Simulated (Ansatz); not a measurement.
Computed with Ansatz on PBE0-D4/def2-TZVP structures; ΔE is electronic, products minus reactants. CCSD(T)/CBS adds triple-zeta CCSD(T) − MP2 to the extrapolated MP2 energy (def2 sets, frozen cores). This one scheme is used for every species. DFT in def2-TZVPP. B3LYP here is the variant with VWN-RPA as its local correlation; programs differ in this. Each species was taken in one conformer, which may not be the lowest.

Consider the ligand exchange at the Si–C bond: `F[Si](F)(F)CS` + `N=C=O` → `O=C=N[Si](F)(F)F` + CH₃SH.

`F[Si](F)(F)CS`:

Cartesian coordinates in Å:
```
F 0.962 -0.909 1.829
Si 0.239 0.315 1.154
F -1.145 0.514 1.877
F 1.112 1.599 1.426
C 0.045 0.088 -0.665
S -0.933 -1.381 -1.068
H -0.433 0.991 -1.056
H 1.047 0.018 -1.096
H -0.893 -1.234 -2.402
```

`N=C=O`:

```xyz
4

N     0.390    0.266   -0.603
C    -0.195   -0.391    0.225
O    -0.730   -1.134    0.938
H     0.535    1.259   -0.560
```

`O=C=N[Si](F)(F)F`:

```xyz
7

O     2.551   -0.901   -1.360
C     1.566   -0.552   -0.862
N     0.546   -0.189   -0.358
Si   -0.827    0.292    0.448
F    -1.962    0.635   -0.575
F    -0.537    1.563    1.315
F    -1.337   -0.848    1.393
```

CH₃SH:

Z-matrix (Å, degrees):
```
C
S 1 1.806
H 1 1.089 2 111.5
H 1 1.089 2 111.5 3 -123.8
H 1 1.090 2 106.2 3 118.1
H 2 1.342 1 97.1 3 61.9
```

| level | ΔE (eV) |
| --- | --- |
| B3LYP-D4 | -1.03 |
| ωB97X-V | -1.00 |
| ωB97M-V | -0.99 |
| PBE | -0.92 |
| B3LYP | -1.07 |
| HF/def2-TZVPP | -1.30 |
| MP2/def2-TZVPP | -1.06 |
| SCS-MP2/def2-TZVPP | -1.08 |

(1) What does CCSD(T)/CBS give? (An estimate is asked.)

Largest T1 diagnostic among the species: 0.018.

## Answers

(1) Computed: -1.02 eV. The listed levels differ from it by -0.01, 0.02, 0.03, 0.10, -0.05, -0.28, -0.04, -0.06 eV.

The D4 term adds +0.04 eV with B3LYP and +0.02 eV with PBE0; it sums over pairs of atoms, weighted by their polarisabilities, and B3LYP, whose exchange is more repulsive, gets the larger term. In def2-TZVPP, CCSD(T) changes the Hartree–Fock value by +0.27 eV (the triples alone add +0.04 eV) and MP2 by +0.25 eV.
